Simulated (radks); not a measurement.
Effect of the nuclear size on neutral iron, [Ar] 3d6 4s2. Method: Dirac Kohn-Sham, exchange-only LDA, spin-unpolarised, spherical densities, finite nucleus; open shells fill j = l - 1/2 first; Fermi nuclear charge, rms radius 3.7377 fm; computed with a radial shooting solver on a logarithmic mesh with Libxc functionals. The rms radius is varied about that value; shifts are against it.

| rms radius (fm) | total energy shift (eV) | density at nucleus (e/bohr^3) | 1s1/2 shift (meV) | 2s1/2 shift (meV) | 2p1/2 shift (meV) | 3s1/2 shift (meV) |
|---|---|---|---|---|---|---|
| 3.0724 | -0.0358 | 1.514e+04 | -15.2 | -1.36 | 0.146 | -0.192 |
| 3.3901 | -0.0195 | 1.507e+04 | -8.30 | -0.745 | 0.080 | -0.105 |
| 3.7377 | 0 | 1.501e+04 | 0.000 | 0.000 | 0.000 | 0.000 |
| 4.0255 | 0.0176 | 1.496e+04 | 7.45 | 0.669 | -0.072 | 0.094 |
| 4.6048 | 0.0567 | 1.488e+04 | 24.1 | 2.16 | -0.231 | 0.304 |

Slopes of the eigenvalues against <r^2> in GHz/fm^2, as finite differences over the two radii next to the reference (eigenvalue slopes, not the field-shift constants of lines): 1s1/2 808, 2s1/2 72.6, 2p1/2 -7.75, 3s1/2 10.2.
